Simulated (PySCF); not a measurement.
Electronic absorption of C4H12OSi

C4H12OSi.
SMILES with atom numbers: `[CH3:1][O:2][Si:3]([CH3:4])([CH3:5])[CH3:6]` (hydrogens: H7, H8, H9 on C1; H10, H11, H12 on C4; H13, H14, H15 on C5; H16, H17, H18 on C6)

Level of theory: TDDFT PBE0/def2-SVPD, vertical, gas phase, core orbitals frozen in the response in PySCF. Geometry: GFN2-xTB; no solvent, vibrations or thermal averaging. Torsions of this conformer, `[CH3:1][O:2][Si:3]([CH3:4])([CH3:5])[CH3:6]`: C1–O2–Si3–C4 -61°.

What does the calculation give for the low-lying excited states?

```
state  E (eV)  E (hartree)       f  symmetry  main configurations (H = HOMO, L = LUMO)
   S1    7.03       0.2583   0.013        A″                                 H→L (97%)
   S2    7.49       0.2752   0.022        A′                               H-1→L (97%)
   S3    7.83       0.2876   0.032        A″                               H→L+1 (92%)
   S4    8.03       0.2950  0.0072        A″      H→L+3 (45%), H→L+4 (39%), H-2→L (8%)
   S5    8.04       0.2955   0.023        A′                               H→L+2 (96%)
   S6    8.19       0.3011   0.085        A′                H-1→L+1 (70%), H-3→L (24%)
   S7    8.26       0.3037   0.037        A″     H→L+4 (52%), H→L+3 (27%), H-2→L (13%)
   S8    8.44       0.3102   0.015        A″   H-2→L (49%), H-1→L+2 (25%), H→L+3 (22%)
```

Triplets, Tamm–Dancoff:

```csv
state,E (eV),λ (nm),"main configurations (H = HOMO, L = LUMO)"
T1,6.90,179.6,H→L (94%)
T2,7.36,168.4,H-1→L (91%)
T3,7.71,160.9,"H→L+1 (41%), H→L+4 (23%), H→L+3 (16%)"
```

The lowest singlet comes at 176 nm (678 kJ/mol) in the vacuum ultraviolet; it is weak; its leading configuration is HOMO→LUMO (97%). The most intense listed level is S6 at 8.19 eV (151 nm, f = 0.085), 1.17 eV above S1. Löwdin shares by element: HOMO oxygen 39%, carbon 26% or more, silicon 11% (atoms not listed hold the other 23%); LUMO carbon 30% or more, silicon 16% (atoms not listed hold the other 54%). Of the 8 states listed, 7 reach f = 0.01 and none stays under 0.0005. Weighted by f, the mean energy of these states is 8.02 eV. The oscillator strengths of these states sum to 0.234; summed over the whole spectrum of an exact calculation they would give the number of electrons, 58 (Thomas–Reiche–Kuhn). No computed singlet lies in the visible range (380 to 750 nm); the lowest, at 176 nm, stands 3.76 eV above its violet end (3.26 eV). Symmetry labels in Cs follow from the direction of the transition dipole and are given only for states with f of 0.002 or more. Only the lowest 8 singlets were computed, as vertical energies without vibronic structure.
